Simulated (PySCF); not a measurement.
# Radial density of Ag²⁺ (silver, charge +2)

revPBE, [Kr] 4d8 5s1, high-spin 4F determinant (an excited configuration). All numbers are calculated (PySCF 2.14, scalar relativity through the core potential, in def2-TZVPPD with the def2 core potential (28 electrons)). This is the valence pseudo-density: the core potential removes the inner electrons and smooths the orbitals near the nucleus.

| r (bohr) | 4πr²ρ (e/bohr) | 4πr²(ρα − ρβ) |
| --- | --- | --- |
| 0.0315 | 1.373e-05 | 0.0000 |
| 0.0530 | 5.633e-05 | 0.0000 |
| 0.0892 | 0.0003854 | 0.0000 |
| 0.150 | 0.004504 | 0.0007 |
| 0.252 | 0.07569 | 0.0118 |
| 0.424 | 1.804 | 0.1982 |
| 0.714 | 14.95 | 1.3742 |
| 1.20 | 12.78 | 1.6930 |
| 2.02 | 2.360 | 0.8693 |
| 3.40 | 0.3102 | 0.2624 |
| 5.71 | 0.002276 | 0.0020 |
| 9.61 | 0.0001155 | 0.0001 |

Energies and moments cover only the electrons outside the core potential.
